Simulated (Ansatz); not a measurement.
Ansatz results at the PBE0-D4/def2-TZVP geometry: HOMO–LUMO gap (ωB97M-V/def2-TZVPP) 10.47 eV; HOMO energy (PBE/def2-TZVPP) -5.49 eV; size of the dipole moment (PBE/def2-TZVPP) 1.41 D.

(1) Which molecule gave them?
A. `C1[SiH2]SCS1`
B. `[SiH3]NCS`
C. `CS[Si]SC`
D. `C=NCNC`

Results:

(1) A. The others give `CS[Si]SC`: 8.44, -5.51, 3.14; `C=NCNC`: 10.82, -5.25, 0.95; `[SiH3]NCS`: 10.79, -5.53, 1.54.
